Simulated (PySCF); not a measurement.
**Excitation energy of Co by level of theory**

Co [Ar] 3d7 4s2 (4F) → Co [Ar] 3d6 4s2 4p1 (high-spin determinant), as a difference of total energies. Computed with PySCF 2.14 in x2c-QZVPPall with one added diffuse shell each of s, p, d, f, g type (12s8p6d5f3g, 128 functions), with the spin-free X2C one-electron Hamiltonian (Gaussian nucleus). Correlated levels: valence: [Ar] frozen; valence and next inner shell: [Ne] frozen. The calculations carry no spin-orbit coupling.

```tsv
method	excitation energy (cm⁻¹)
UHF	41125
LDA	61341
PBE	60407
PBE0	56350
r2SCAN	58133
B2PLYP	56326
PBEsol	60074
LC-wPBE	57069
MP2 (valence)	52729
SCS-MP2 (valence)	53840
MP2 (valence and next inner shell)	54250
SCS-MP2 (valence and next inner shell)	54300
```

A first-order spin-orbit estimate (lowest level to lowest level, LS coupling) adds 0.053 eV.

The determinant of the upper state mixes LS terms, which raises its energy above the lowest term, most at the Hartree-Fock and MP2 levels.
